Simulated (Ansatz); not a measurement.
A structure relaxed at PBE-D4/def2-SVP in Ansatz, charge 0, singlet:

Cartesian coordinates in Å:
```
Pd -0.4199 -0.3813 -0.2191
Pd 1.2855 1.2646 0.9852
Se 1.7270 -1.0720 0.5173
Se -0.5111 1.9753 -0.4778
Se -2.0815 -1.7866 -0.8057
```

(1) Give its formula and point group.

(2) Summarise the bond lengths by kind (pairs closer than 1.2 times the sum of covalent radii, bridged metal pairs left out).

## Answers

(1) Pd₂Se₃. Point group Cs (tolerance 0.1 Å).

(2) 5 × Pd–Se 2.25 to 2.42 Å.

In the def2 sets Pd takes a core potential; there is no spin–orbit coupling. The restricted singlet is unstable towards broken spin symmetry in Hartree–Fock (as tested in another run); at PBE-D4/def2-SVP this wasn't settled. An occupied level of the charge 0 singlet lies above an empty one (by up to 0.33 eV), so this SCF solution is probably not the lowest. The relaxation made no stability test and no search for a lower SCF solution. No other spin state of charge 0 was run. Another isomer (singlet) lies 1.76 eV lower at PBE0-D4/def2-TZVP; other spin states weren't run for this one.
